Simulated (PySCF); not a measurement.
NiF2 (triplet state).
Geometry (PBE0-D3(BJ)/def2-SVP, Å), atoms numbered from 1 in this order:
```
atom  x, y, z in Å
Ni1   -0.0060   -0.0319   -0.0067
F2    -0.0042   -0.0278    1.7001
F3    -0.0062   -0.0375   -1.7134
```

Computed, not measured: PySCF 2.14.0, PBE0-D3(BJ)/def2-SVP geometry optimisation, gas phase.

Masses are those of the commonest isotopes; rigid-rotor values at the optimised geometry. 

(1) What are the moment of inertia and the rotational constant?

(2) List the first levels of a rigid rotor in a Σ state.

(3) Has it a pure rotational spectrum?

(4) Estimate the classical rotational partition function at 50 K, 100 K and 500 K.

Answers

(1) I = 110.683 u·Å², B = 505379 MHz·u·Å²/I = 4566 MHz (0.1523 cm⁻¹, or 0.219 K as hB/k).

(2) E(J) = BJ(J+1): J = 1: 0.305, J = 2: 0.914, J = 3: 1.828, J = 4: 3.046, J = 5: 4.569, J = 6: 6.397 cm⁻¹. For this open shell read J as N, the rotation without spin; fine and hyperfine splittings come on top.

(3) Not by electric dipole: D∞h allows no dipole (computed 0.00 D). Rotational Raman lines (ΔJ = 2) lie at B(4J + 6), spaced by 4B = 0.609 cm⁻¹, with nuclear-spin weights that differ between even and odd J.

(4) Point group D∞h, symmetry number σ = 2; q = kT/(σhB), k/h = 20836.6 MHz/K: 114 at 50 K, 228 at 100 K, 1140 at 500 K.

No PBE0-D3(BJ)/def2-SVP frequencies stand behind this structure, so it isn't proved a minimum. ⟨S²⟩ = 2.005 (exact for a triplet: 2.00). Constants of a rigid frame at the computed geometry: no zero-point averaging, no centrifugal distortion.

The run took 23 s on one thread of an Arm Neoverse V2, shared host with 32 logical CPUs at a one-minute load of 17, and the process peaked at 0.26 GiB of memory. That covers the optimisation of the geometry.
